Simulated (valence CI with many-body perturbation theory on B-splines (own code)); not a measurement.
Which ion has this spectrum?

A relativistic CI+MBPT calculation for an atom or ion with 51 electrons gives these levels (eV):

| J | Parity | E | g |
| --- | --- | --- | --- |
| 5/2 | odd | 0.0000 | 0.47 |
| 7/2 | odd | 2.155 | 0.87 |
| 5/2 | odd | 3.784 | 1.08 |
| 9/2 | odd | 3.890 | 1.06 |
| 3/2 | odd | 3.990 | 0.94 |
| 1/2 | odd | 4.287 | -0.49 |
| 11/2 | odd | 5.206 | 1.15 |
| 7/2 | odd | 5.624 | 1.29 |
| 13/2 | odd | 6.170 | 1.19 |
| 15/2 | odd | 6.356 | 1.11 |
| 9/2 | odd | 7.179 | 1.35 |
| 5/2 | odd | 7.783 | 0.98 |
| 15/2 | odd | 8.408 | 1.05 |
| 11/2 | odd | 8.539 | 1.34 |

The energies are calculated, and their last digits are not significant.

Problem. Which is it?
A. Ir26+
B. Pt27+
C. Re24+
D. Os25+

Solution. B. Pt27+, ground level 4f5 6H°_5/2.
